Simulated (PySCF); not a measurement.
C₃H₈OSi, SMILES C1CC1(O)[SiH3]. Atoms are numbered in the order given.

```xyz
13

O      0.0283     1.6645     0.0800
C     -0.2007     0.2710     0.0428
Si     1.3499    -0.7465    -0.2927
C     -1.2254    -0.1989     1.0420
C     -1.5724    -0.1855    -0.4214
H      0.1930     1.9590    -0.8264
H      1.0029    -2.1970    -0.3752
H      1.9474    -0.3146    -1.5931
H      2.3603    -0.5379     0.7831
H     -1.0784    -1.1576     1.5480
H     -1.6517     0.5910     1.6661
H     -1.6671    -1.1356    -0.9558
H     -2.2404     0.6076    -0.7691
```

Geometry optimised at B3LYP-D3(BJ)/def2-SVP. This is a generated structure with no PubChem entry under its InChIKey; it may be hypothetical. Other conformers were not sampled.

All values below come from PBE0/pcSseg-1 (PySCF).

GIAO shieldings, no solvent; atoms listed in one row are averaged. δ = σ(ref) − σ: ¹⁷O against H2O (σ = 334.2 ppm); ¹³C against TMS (σ = 186.3 ppm); ²⁹Si against TMS (σ = 352.7 ppm); ¹H against TMS (σ = 31.56 ppm), references at their B3LYP-D3(BJ)/def2-TZVP geometries, non-relativistic.

```json
[
 {"nucleus": "¹⁷O", "atoms": "O1", "count": "1", "δ (ppm)": "58.4"},
 {"nucleus": "¹³C", "atoms": "C2", "count": "1", "δ (ppm)": "44.5"},
 {"nucleus": "¹³C", "atoms": "C4, C5", "count": "2", "δ (ppm)": "17.1"},
 {"nucleus": "²⁹Si", "atoms": "Si3", "count": "1", "δ (ppm)": "-59.0"},
 {"nucleus": "¹H", "atoms": "H7, H8, H9", "count": "3", "δ (ppm)": "4.21"},
 {"nucleus": "¹H", "atoms": "H11", "count": "1", "δ (ppm)": "1.34"},
 {"nucleus": "¹H", "atoms": "H10", "count": "1", "δ (ppm)": "0.93"},
 {"nucleus": "¹H", "atoms": "H13", "count": "1", "δ (ppm)": "0.87"},
 {"nucleus": "¹H", "atoms": "H12", "count": "1", "δ (ppm)": "0.79"},
 {"nucleus": "¹H", "atoms": "H6", "count": "1", "δ (ppm)": "0.67"}
]
```
